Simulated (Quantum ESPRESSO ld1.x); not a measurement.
Question: Radial electron density D(r) = 4 pi r^2 rho(r) of an atom or ion with 9 electrons. All-electron calculation, scalar-relativistic Kohn-Sham, LDA (Slater exchange, VWN5 correlation), spin-polarised, spherical densities, point nucleus. Program: ld1.x of Quantum ESPRESSO 7.5.

```
   r/bohr * D(r) (the largest magnitude, 9.65, reaches the edge; | marks zero)
 0.009455 | *
  0.01173 |   *
  0.01445 |    *
  0.01793 |      *
  0.02208 |          *
   0.0274 |              *
  0.03373 |                   *
  0.04187 |                         *
  0.05155 |                                 *
  0.06347 |                                        *
  0.07877 |                                                *
  0.09698 |                                                     *
   0.1204 |                                                      *
   0.1482 |                                                   *
   0.1839 |                                            *
   0.2265 |                                  *
    0.281 |                          *
    0.346 |                       *
   0.4295 |                         *
   0.5288 |                             *
   0.6562 |                                  *
    0.808 |                                  *
    1.003 |                             *
    1.235 |                     *
    1.532 |            *
    1.887 |      *
    2.341 |  *
    2.883 |*
    3.578 *
    4.405 *
```

What is the nuclear charge?

Answer: Z = 9. The innermost maximum, from 1s, lies near gamma/Z bohr with gamma = sqrt(1 - (Z/c)^2) = 0.998, here 0.111 bohr (found: 0.116), and its height grows with Z. The density is that of neutral fluorine in [He] 2s2 2p5; the configuration itself is not fixed sharply by these data. D(r) has 2 maxima, at r = 0.116, 0.728 bohr, and minima at 0.357 bohr, inside which lie 2.21 electrons.
